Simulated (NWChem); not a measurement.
Species: ZnGeH₄; SMILES [ZnH][GeH3]

```xyz
6

Zn     0.0019    -1.2224     0.0002
H      0.0033    -2.7822     0.0004
Ge     0.0007     1.1812     0.0000
H     -0.7745     1.7773     1.1968
H      1.4247     1.7774     0.0729
H     -0.6483     1.7770    -1.2698
```
Atoms are numbered in this order, from 1.

Results from NWChem. Coordinates come from a PBE0/def2-SVP optimisation. Ions are spin-unrestricted doublets at the neutral geometry; other ion states weren't tried.

For level PBE/def2-SVP:

```
Item           Value
-------------  -----
−ε(HOMO) (eV)   6.17
```

Problem. What are these values for level PBE0/def2-SVP?

Solution. 
| Quantity | Value |
|---|---|
| −ε(HOMO) (eV) | 7.22 |
